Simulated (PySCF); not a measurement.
Sn(Cl)(Me)(OH)2 (CH5ClO2Sn), SMILES [CH3][Sn]([OH])([OH])[Cl]. Coordinates come from a PBE-D3(BJ)/def2-SVP optimisation. The structure was generated by enumeration; whether it is a known compound was not checked. The def2 effective core potentials stand for the cores of Sn; spin–orbit coupling is left out. One conformer was computed; it need not be the lowest.

Problem. Give the equilibrium geometry at PBE-D3(BJ)/def2-SVP (PySCF confirms it by a frequency run) as Cartesian coordinates in Å. (Estimate from the structure and the level; the computed values follow.)

Solution. This is not unique; one that fits is 
```xyz
10

C      2.2013    -0.1603    -0.4828
Sn     0.0893     0.0750    -0.2209
O     -1.0104    -0.9918    -1.5151
O     -0.3288     2.0175    -0.4378
Cl    -0.6828    -0.6511     1.9149
H      2.3714    -0.7660    -1.3917
H      2.6483     0.8447    -0.5913
H      2.6067    -0.6743     0.4074
H     -1.6826    -1.4871    -1.0057
H     -1.2952     2.1585    -0.4056
```
